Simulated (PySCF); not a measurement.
```xyz
6

C      1.8468    -0.3834    -0.3493
C      0.6674    -0.1385    -0.3709
C     -0.6674     0.1385    -0.3955
C     -1.8469     0.3834    -0.4170
H      2.8867    -0.5992    -0.3303
H     -2.8867     0.5992    -0.4360
```

Charge 0, multiplicity 1.

Give the Mulliken and meta-Löwdin atomic charges from ωB97X-D3(BJ)/def2-TZVP // B3LYP-D3(BJ)/def2-TZVP (PySCF).


```
atom  Mulliken (e)  meta-Löwdin (e)
----  ------------  ---------------
C1           -0.15            -0.16
C2           -0.05            -0.02
C3           -0.05            -0.02
C4           -0.15            -0.16
H5            0.19             0.18
H6            0.19             0.18
```
